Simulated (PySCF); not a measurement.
**Relaxation of triplet ZrN₂**

Computed with PySCF, UPBE0, basis Zr def2-TZVP with ECP28, N def2-TZVP (scalar-relativistic core potentials, no spin–orbit coupling, density fitting). A (50,194) grid was used.

A start displaced from a saddle point along its imaginary mode, of Cs symmetry, held to at least that symmetry:

```xyz
3
charge 0 multiplicity 3, angstrom
Zr    0.0340   -0.0023    0.0439
N    -0.1197    0.0081    1.7588
N    -0.0985    0.0067   -2.0404
```

Problem. What forces act on the atoms at the start (eV/Å)?

Solution. 
```json
{"atom": "Zr1", "Fx": "0.59", "Fy": "-0.04", "Fz": "0.17"}
{"atom": "N2", "Fx": "-0.32", "Fy": "0.02", "Fz": "-0.27"}
{"atom": "N3", "Fx": "-0.27", "Fy": "0.02", "Fz": "0.10"}
```

Problem. What does it relax to?

Solution. It ends at Cs with Zr–N 1.713 Å, Zr–N 2.086 Å; N–Zr–N 104.6° (after a last refinement on a finer grid). A frequency run shows a minimum. Other isomers or separated fragments may lie lower.

Problem. How much energy is released, and in how many steps?

Solution. 101.5 kJ/mol in 12 steps.

Open d and f shells are described by one determinant, and the ground state may have another occupation or spin. At this level a broken-symmetry Ms = 0 minimum of C2v symmetry lies 234 kJ/mol below this structure.

The relaxation took 27 s on 4 threads of a shared Arm Neoverse V2 host, with 102 basis functions and 13 gradients; the process peaked at 0.94 GiB. Launch command: `OMP_NUM_THREADS=4 python axn.py task.json out`.
